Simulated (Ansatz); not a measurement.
Two structures of CH₃BrI (charge -1), closed shell, reached by relaxing down either side of one saddle point (PBE0-D4/def2-TZVPD). Energies are electronic, without zero-point energy. Computed with Ansatz 0.2.0 (basis: def2-TZVPPD and def2-QZVPPD); correlated methods freeze the cores. Filled d shells of the heavier atoms are correlated. Core potentials replace the inner electrons of the atoms past krypton. The def2 sets are not built for correlating such inner shells, so the correlated values are less sure here. Extrapolation: Hartree–Fock as exp(−7.88 √X), correlation as X^−2.97. First:

```xyz
6
angstrom
I 0.5308 -1.8789 1.5781
C 0.0695 -0.2462 0.2068
Br -0.6073 2.1498 -1.8056
H -0.8544 0.2032 0.5468
H 0.8957 0.4513 0.2536
H -0.0344 -0.6791 -0.7796
```

Second:

I1  (0.651, -2.305, 1.936)
C2  (-0.089, 0.314, -0.264)
Br3  (-0.506, 1.790, -1.503)
H4  (-0.873, 0.278, 0.482)
H5  (0.872, 0.525, 0.190)
H6  (-0.056, -0.602, -0.841)
(Å)

Which bonds change from the first to the second?

[CH₃I ([CH3][I]) + Br]⁻ → [CH₃Br ([CH3][Br]) + I]⁻; bonds formed: C2–Br3; bonds broken: I1–C2.

Give the saddle point's structure and its height above each. (An estimate is asked for; the value comes from the calculation.)

By the calculation: 8.17 kcal/mol above the first and 12.30 kcal/mol above the second (CCSD(T) at an estimated basis limit (MP2 extrapolated from triple and quadruple zeta, plus CCSD(T) − MP2 in triple zeta)).
I1  (0.550, -1.947, 1.635)
C2  (0.000, -0.001, 0.001)
Br3  (-0.531, 1.879, -1.579)
H4  (-0.895, 0.242, 0.541)
H5  (0.920, 0.499, 0.237)
H6  (-0.044, -0.673, -0.835)
(Å)

The T1 diagnostic stays at or below 0.014.

Labels in which every atom is bracketed show which atoms are joined, not bond orders.

For scale, one of the runs: CCSD(T)/def2-TZVPPD, 204 basis functions, launched by `ansatz run in.yaml --threads 4 --pin off --events-out ev --progress --plain --max-ram 9574MiB`. The run took 24 s on 4 CPU threads of a Oxide Virtual Turin-like (shared host), with 2.1 GiB of host memory at its peak.
